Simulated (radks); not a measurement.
Zr III, configuration [Ar] 3d10 4s2 4p5.75 4d2 4f0.25 (fractional occupations, a model configuration). All-electron calculation, scalar-relativistic Kohn-Sham, XLYP, spin-polarised, spherical densities, point nucleus; open shells are filled with parallel spins first (spin-orbit coupling, left out, can overturn this in heavy ions). Program: a radial shooting solver on a logarithmic mesh with Libxc functionals.

Local quantities along the radius. ELF = 1/(1 + alpha^2) is the electron localisation function; alpha = (tau - tau_W)/tau_unif compares the Pauli kinetic energy density with that of the uniform gas (summed over spins); r v_xc is r times the local exchange-correlation potential of spin up (hartree bohr); -r V(r) is the screened charge that the Kohn-Sham potential of spin up presents (atomic units). tau is taken from the large components.

r (bohr)    ELF    alpha    r v_xc  -r V(r)
0.001257  1.000  0.02102  -0.09625    39.83
0.001464  1.000  0.02093   -0.1020    39.79
0.001704  1.000  0.02098   -0.1090    39.74
0.002     1.000  0.02120   -0.1177    39.69
0.002328  1.000  0.02159   -0.1276    39.63
0.00271   1.000  0.02219   -0.1390    39.56
0.003155  0.999  0.02301   -0.1522    39.47
0.003703  0.999  0.02419   -0.1680    39.37
0.00431   0.999  0.02568   -0.1852    39.26
0.005018  0.999  0.02762   -0.2044    39.13
0.005842  0.999  0.03015   -0.2258    38.98
0.006801  0.999  0.03347   -0.2494    38.81
0.007981  0.999  0.03815   -0.2765    38.59
0.009291  0.998  0.04417   -0.3043    38.36
0.01082   0.997  0.05243   -0.3337    38.09
0.01259   0.996  0.06404   -0.3643    37.78
0.01478   0.993  0.08186   -0.3969    37.41
0.0172    0.989   0.1073   -0.4274    37.00
0.02003   0.979   0.1463   -0.4563    36.54
0.02331   0.959   0.2080   -0.4822    36.02
0.02714   0.913   0.3078   -0.5041    35.44
0.03185   0.813   0.4803   -0.5219    34.75
0.03708   0.648   0.7365   -0.5342    34.01
0.04317   0.462    1.080   -0.5437    33.20
0.05025   0.336    1.405   -0.5539    32.29
0.05897   0.307    1.502   -0.5759    31.25
0.06865   0.376    1.289   -0.6249    30.18
0.07992   0.519   0.9624   -0.7005    29.03
0.09304   0.667   0.7061   -0.7788    27.78
0.1083    0.756   0.5677   -0.8408    26.44
0.1271    0.773   0.5424   -0.8794    24.93
0.148     0.703   0.6505   -0.8877    23.41
0.1723    0.526   0.9501   -0.8731    21.82
0.2005    0.332    1.419   -0.8510    20.17
0.2353    0.277    1.614   -0.8565    18.39
0.274     0.397    1.233   -0.9483    16.73
0.3189    0.603   0.8114    -1.073    15.08
0.3713    0.740   0.5933    -1.157    13.44
0.4323    0.779   0.5320    -1.180    11.89
0.5073    0.731   0.6072    -1.136    10.38
0.5905    0.559   0.8882    -1.046    9.107
0.6875    0.300    1.527   -0.9457    7.965
0.8003    0.193    2.047   -0.8781    6.945
0.9392    0.332    1.419   -0.9230    6.052
1.093     0.633   0.7610    -1.030    5.345
1.273     0.778   0.5349    -1.069    4.688
1.482     0.771   0.5443    -1.046    4.120
1.725     0.666   0.7085   -0.9782    3.663
2.024     0.459    1.086   -0.8769    3.299
2.357     0.250    1.734   -0.7729    3.044
2.744     0.113    2.804   -0.6754    2.857
3.194     0.044    4.684   -0.5831    2.710
3.748     0.012    8.915   -0.4943    2.584
4.364     0.004    15.75   -0.4360    2.500
5.08      0.003    19.36   -0.3915    2.436
5.914     0.003    18.41   -0.3787    2.406
6.885     0.003    18.32   -0.3597    2.375
8.079     0.002    21.28   -0.3226    2.330
9.405     0.001    28.79   -0.3023    2.305
10.95     0.000    46.25   -0.3376    2.338
12.75     0.000    93.50   -0.2580    2.258
14.96     0.000    265.3   -0.1423    2.142

On this mesh the ELF has minima near r = 0.059, 0.24, 0.80 bohr, which separate the shells, and maxima near 0.13 (0.77), 0.43 (0.78), 1.3 (0.78).
